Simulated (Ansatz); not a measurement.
```yaml
crystal:
  periodic: [false, false, false]
  atoms:
    - {symbol: Cl, position_ang: [-1.086114, -0.176429, 1.993040]}
    - {symbol: Sn, position_ang: [0.009980, -0.014739, -0.008280]}
    - {symbol: Cl, position_ang: [1.909029, -1.288394, 0.057374]}
    - {symbol: Cl, position_ang: [-1.352422, -0.763152, -1.686551]}
    - {symbol: Cl, position_ang: [0.569429, 2.169016, -0.396983]}
basis:
  gaussian: {orbitals: x2c-TZVPPall, final_grid: {core_spheres: 20, valence_spheres: 16, degree: 47}}
hamiltonian: {xc: {name: CCSD(T)}}
accuracy: high
```

```sh
$ ansatz run in.yaml --threads 2 --pin off --events-out ev --progress --plain --max-ram 32768MiB --backend cpu
```

Output, abridged:

```
Error: YAML parse error: error: line 11 column 19: hamiltonian.xc: no functional is named "CCSD(T)"; the names, which are not case-sensitive, are SVWN5, SPW92, PBE, PBE0, PBEsol, revPBE, revPBE0, RPBE, rPW86-PBE, HSE06, wPBEh, LC-wPBE, HISS, HF, BLYP, B3LYP, B3LYP5, BHLYP, CAM-B3LYP, r2SCAN, r2SCANh, r2SCAN0, r2SCAN50, m-r2SCAN, B97, wB97, wB97X, wB97X-V, B97M-V, wB97M-V, B2PLYP, B2GP-PLYP, PBE0-DH, PBE-QIDH
 9 | basis:
10 |   gaussian: {orbitals: x2c-TZVPPall, final_grid: {core_spheres: 20, valence_spheres…
11 | hamiltonian: {xc: {name: CCSD(T)}}
12 | accuracy: high
```

In this input the method's name isn't one that the program takes here. The input was rejected before any iteration.
